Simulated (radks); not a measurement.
All-electron atom: Tm12+ in [Kr] 4d10 4f9 5s2. Calculated with a radial shooting solver on a logarithmic mesh with Libxc functionals: scalar-relativistic Kohn-Sham, SCAN, spin-polarised, spherical densities, finite nucleus; open shells are filled with parallel spins first (spin-orbit coupling, left out, can overturn this in heavy ions); meta-GGA in the generalised Kohn-Sham scheme; Fermi nuclear charge, rms radius 5.2256 fm.

Normalised radial functions P(r) = r R(r), r in bohr:

r,5s up,5s down
0.00186,0.0992,0.0980
0.002775,0.1302,0.1286
0.00414,0.1642,0.1621
0.006176,0.1939,0.1914
0.009213,0.2043,0.2017
0.01374,0.1706,0.1685
0.0205,0.0651,0.0643
0.03083,-0.1191,-0.1176
0.046,-0.2945,-0.2908
0.06862,-0.2740,-0.2705
0.1024,0.0792,0.0783
0.1527,0.4537,0.4479
0.2278,0.1635,0.1610
0.3399,-0.5867,-0.5803
0.5071,-0.3669,-0.3667
0.7564,0.8148,0.8020
1.128,1.1306,1.1317
1.697,0.4184,0.4314
2.532,0.0399,0.0426

5s up: eigenvalue -255.78 eV, 4 radial nodes at r = 0.0241, 0.0956, 0.248, 0.579 bohr, <r> = 1.05 bohr, 90 % of the charge inside 1.48 bohr. 5s down: eigenvalue -252.45 eV, 4 radial nodes at r = 0.0241, 0.0955, 0.248, 0.580 bohr, <r> = 1.06 bohr, 90 % of the charge inside 1.49 bohr.
